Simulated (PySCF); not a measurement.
# Where the electron goes

Species: germanium monosulfide, GeS.
Numbering: `[S+:1]#[Ge-:2]`

Computed, not measured: PySCF 2.14.0, density-fitted response routines, TDDFT CAM-B3LYP/def2-SVPD, vertical, gas phase, core orbitals frozen in the response. Isolated species at its PBE0-D3(BJ)/def2-SVP geometry, gas phase. The CAM-B3LYP/def2-SVPD calculation is non-relativistic and has no spin–orbit coupling, an omission that weighs most on germanium.

Kohn–Sham orbitals with the atoms that hold most of them (Löwdin shares over 4%, at most four atoms):

| orbital | ε (eV) | atoms |
| --- | --- | --- |
| LUMO+2 | 1.25 | Ge2 84%, S1 16% |
| LUMO+1 | -1.42 | Ge2 70%, S1 30% |
| LUMO | -1.42 | Ge2 70%, S1 30% |
| HOMO | -9.22 | S1 74%, Ge2 26% |
| HOMO-1 | -9.22 | S1 74%, Ge2 26% |
| HOMO-2 | -9.31 | Ge2 54%, S1 46% |
| HOMO-3 | -14.31 | Ge2 51%, S1 49% |

Within 0.005 eV of a neighbour in this list lie HOMO-1/HOMO and LUMO/LUMO+1 (point group found: C∞v).

(1) How does S1 compare with the orbital gap of 7.81 eV?

Results:

(1) S1 is at 3.76 eV (f = 0.0000), 4.05 eV below the gap, made of HOMO-1/HOMO→LUMO/LUMO+1 (≥87%). Without the coupling terms of the response equations the lowest excitation would equal the gap.

Next come S2 at 4.07 eV (f 0.0000), HOMO-1/HOMO→LUMO/LUMO+1 (≥93%); S3 at 4.07 eV (f 0.0000), HOMO-1/HOMO→LUMO/LUMO+1 (≥93%); S4 at 4.27 eV (f 0.017), HOMO-2→LUMO/LUMO+1 (98%); S5 at 4.27 eV (f 0.017), HOMO-2→LUMO/LUMO+1 (98%).

Orbitals of the list HOMO-3 to LUMO+2 that lie within 0.01 eV of each other are written together with a slash and their weights summed (≥ marks a lower bound); for degenerate orbitals outside that list single weights are arbitrary.

The run took 4.6 s wall on an x86-64 server with one thread, no GPU, shared host.
